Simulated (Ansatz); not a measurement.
One geometry of the cluster PdAu₂, several levels of theory.

```yaml
crystal:
  periodic: [false, false, false]
  atoms:
    - {symbol: Pd, position_ang: [-0.403688, 1.065879, 2.105628]}
    - {symbol: Au, position_ang: [-0.213198, -0.821871, -2.224923]}
    - {symbol: Au, position_ang: [0.616886, -0.244007, 0.119294]}
basis:
  gaussian: {orbitals: def2-TZVP, initial_orbitals: start.molden}
hamiltonian: {xc: {name: r2SCAN0}, dispersion: d4}
scf: {omitted_lower_state_checks: [starts]}
output: {orbitals: {seedname: orbitals}}
```

The file start.molden holds the orbitals of an earlier run on this structure, at another level or in another basis.

```sh
$ ansatz run in.yaml --threads 4 --pin off --events-out ev --progress --plain --max-ram 3916MiB
```

Output, abridged:

```
Functional definition: r2SCAN0
1227 factors; their error is unknown
mean field evaluation 1: about -10867.2540 eV, gradient 4.1e0 eV
mean field evaluation 2: about -10867.2832 eV, gradient 4.1e-2 eV
mean field evaluation 4: about -10867.4134 eV, gradient 1.5e-4 eV
mean field evaluation 8: about -10867.4134 eV, gradient 2.7e-5 eV
mean field -10867.41344075 eV, -399.3700777503 hartree, gradient 2.7e-5 eV, S^2 0.000000; 0 other end points of the search recorded, 0 dependent functions left out
reference -10867.41345558 eV, -399.3700782952 hartree; 28, 28 occupied and 92, 92 virtual orbitals, 1227 factors
Total energy: -10867.44960522 eV, -399.3714067699 hartree
Checks for a lower state left out: starts
```

It took 5.5 s on 4 threads of Arm Neoverse N1 on a shared host.

First input, but with `hamiltonian: {xc: pbe0, dispersion: d4}` (abridged; 2.9 s):

```
Functional definition: PBE0
mean field -10867.28667269 eV, -399.3654191099 hartree, gradient 1.4e-5 eV, S^2 0.000000
Total energy: -10867.40562863 eV, -399.3697906599 hartree
Checks for a lower state left out: starts
```

The first input with `hamiltonian: {xc: {name: BHLYP}, dispersion: d4}` (abridged; 3.6 s):

```
Functional definition: BHLYP
mean field -10857.20599764 eV, -398.9949611347 hartree, gradient 1.4e-5 eV, S^2 0.000000
Total energy: -10857.47186786 eV, -399.0047316852 hartree
Checks for a lower state left out: starts
```

As the first input, with `hamiltonian: {xc: pbe, dispersion: d4}`, `output: {forces: true, orbitals: {seedname: orbitals}}` (abridged; 2.3 s):

```
Functional definition: PBE
mean field -10870.97505071 eV, -399.5009645019 hartree, gradient 1.9e-5 eV, S^2 0.000000
Total energy: -10871.11125543 eV, -399.5059699330 hartree
Atom 0 force     0.002635    -0.003784    -0.006098 eV/Å
Atom 1 force     0.002312     0.002104     0.007721 eV/Å
Atom 2 force    -0.004948     0.001680    -0.001623 eV/Å
Dipole moment:    -0.152572     0.227647     0.373637 e Å
Checks for a lower state left out: starts
```

The first input with `hamiltonian: {xc: r2scan, dispersion: d4}` (abridged; 4.4 s):

```
Functional definition: r2SCAN
mean field -10872.21221142 eV, -399.5464293195 hartree, gradient 5.1e-5 eV, S^2 0.000000
Total energy: -10872.23869594 eV, -399.5474026079 hartree
Checks for a lower state left out: starts
```

The first input with `correlation: {method: ccsd_t}` and without the key `hamiltonian` (abridged; 41 s):

```
Functional definition: HF
mean field evaluation 16: about -10768.5726 eV, gradient 6.4e1 eV
mean field evaluation 32: about -10788.7747 eV, gradient 2.1e1 eV
mean field evaluation 64: about -10774.8255 eV, gradient 3.3e1 eV
mean field -10792.92103808 eV, -396.6325324450 hartree, gradient 2.5e-6 eV, S^2 0.000000
second order -36.13842695 eV of doubles, -0.00000000 eV of singles
cycle   1  -31.74656895 eV  change     4.4e0 eV  update   2.2e-1
cycle   2  -33.01031548 eV  change    -1.3e0 eV  update   9.8e-2
cycle   3  -33.23940863 eV  change   -2.3e-1 eV  update   6.6e-2
cycle   4  -33.29050158 eV  change   -5.1e-2 eV  update   4.3e-2
cycle   5  -33.23448462 eV  change    5.6e-2 eV  update   3.3e-2
cycle   6  -33.24468138 eV  change   -1.0e-2 eV  update   2.5e-2
cycle   7  -33.30446316 eV  change   -6.0e-2 eV  update   1.6e-2
cycle   8  -33.32308267 eV  change   -1.9e-2 eV  update   1.2e-2
[...]
cycle  18  -33.31982937 eV  change    1.2e-4 eV  update   4.6e-4
cycle  19  -33.31977451 eV  change    5.5e-5 eV  update   3.5e-4
cycle  20  -33.32002213 eV  change   -2.5e-4 eV  update   2.3e-4
cycle  21  -33.32007252 eV  change   -5.0e-5 eV  update   1.4e-4
cycle  22  -33.32010741 eV  change   -3.5e-5 eV  update   1.1e-4
cycle  23  -33.32013432 eV  change   -2.7e-5 eV  update   7.4e-5
cycle  24  -33.32014566 eV  change   -1.1e-5 eV  update   5.1e-5
cycle  25  -33.32016653 eV  change   -2.1e-5 eV  update   3.8e-5
cycle  26  -33.32017418 eV  change   -7.6e-6 eV  update   2.9e-5
cycle  27  -33.32019325 eV  change   -1.9e-5 eV  update   2.1e-5
cycle  28  -33.32020906 eV  change   -1.6e-5 eV  update   1.7e-5
perturbative correction -1.06768066 eV, -0.0392365405 hartree
Total energy: -10827.30892781 eV, -397.8962640833 hartree
Checks for a lower state left out: starts
```

Geometry: PBE-D4/def2-TZVP.

In the def2 sets Au, Pd take a core potential; there is no spin–orbit coupling. Correlated methods freeze no core orbitals; core or outer-core shells of Pd, Au are correlated, in sets that lack core-valence functions. Another isomer (singlet) lies 0.76 eV lower at PBE0-D4/def2-TZVP; other spin states weren't run for this one.
